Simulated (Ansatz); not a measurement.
Cost and result for the atomization energy of C$_{3}$H$_{6}$FGa, SMILES `[F][Ga]1[CH2]C[CH2]1` (11 atoms, 11 bonds).

```xyz
11

F     2.668    1.850   -0.139
Ga    1.265    0.798   -0.087
C    -0.271    0.217   -1.206
C    -0.868   -0.338    0.115
C     0.283   -0.405    1.154
H    -0.900    0.920   -1.751
H     0.031   -0.576   -1.895
H    -1.638    0.348    0.477
H    -1.347   -1.311   -0.029
H     0.757   -1.390    1.191
H     0.022   -0.114    2.170
```

Charge 0, multiplicity 1. Correlated methods include outer-core shells of Ga, which these sets cover unevenly. Scalar relativity is left out up to krypton. All single points use the PBE0-D4/def2-TZVP geometry. Program: Ansatz. All runs use 4 threads of an Arm Neoverse V1 on a shared host. Times are those of one run each, without the atoms' runs, and a repeat can differ threefold. Electronic energies, without spin–orbit coupling; frozen cores. CCSD(T)/CBS adds CCSD(T) − MP2 in def2-TZVPP to the MP2 limit, and its time is that of the two runs behind it. T1 = 0.013. With those shells the extrapolation isn't a true limit. B3LYP takes the VWN-RPA correlation (the form of Gaussian; ORCA's B3LYP/G).

CCSD(T)/CBS is a level of theory with its own doubt, some kJ/mol a heavy atom from the limit and from the frozen cores, so smaller differences don't rank the functionals.

| level | functions | wall time | atomization (kJ/mol) | difference from CCSD(T)/CBS | per bond |
| --- | --- | --- | --- | --- | --- |
| PBE-D4/def2-TZVPP (with forces) | 256 | 3.1 s | 4249.5 | 81.0 | 7.4 |
| PBE0-D4/def2-TZVPP | 256 | 3.8 s | 4182.1 | 13.6 | 1.2 |
| B3LYP-D4/def2-TZVPP (with forces) | 256 | 5.5 s | 4135.2 | -33.3 | -3.0 |
| r2SCAN-D4/def2-TZVPP (with forces) | 256 | 6.5 s | 4179.1 | 10.6 | 1.0 |
| B2PLYP/def2-TZVPP | 256 | 7 s | 4115.4 | -53.1 | -4.8 |
| ωB97X-V/def2-TZVPP | 256 | 9.5 s | 4168.4 | -0.1 | 0.0 |
| ωB97M-V/def2-TZVPP (with forces) | 256 | 14 s | 4159.4 | -9.1 | -0.8 |
| MP2/def2-QZVPP | 497 | 32 s | 4217.2 | 48.7 | 4.4 |
| CCSD(T)/def2-TZVPP | 256 | 4.6 min | 4081.1 | -87.4 | -8.0 |
| CCSD(T)/CBS(def2) | – | 5.2 min | 4168.5 | 0.0 | 0.0 |

In def2-TZVPP, CCSD(T) changes the Hartree–Fock value by +1020.6 kJ/mol (the triples alone add +63.5 kJ/mol) and MP2 by +1105.4 kJ/mol; breaking electron pairs costs correlation energy, which Hartree–Fock lacks. From PBE to PBE0 (25 % exact exchange), in def2-TZVPP and without D4, the atomization energy moves by −63.9 kJ/mol: exact exchange takes away binding that semilocal exchange gives to molecules. The D4 term adds +35.2 kJ/mol with B3LYP and +18.2 kJ/mol with PBE0; it sums over pairs of atoms, weighted by their polarisabilities, and B3LYP, whose exchange is more repulsive, gets the larger term.
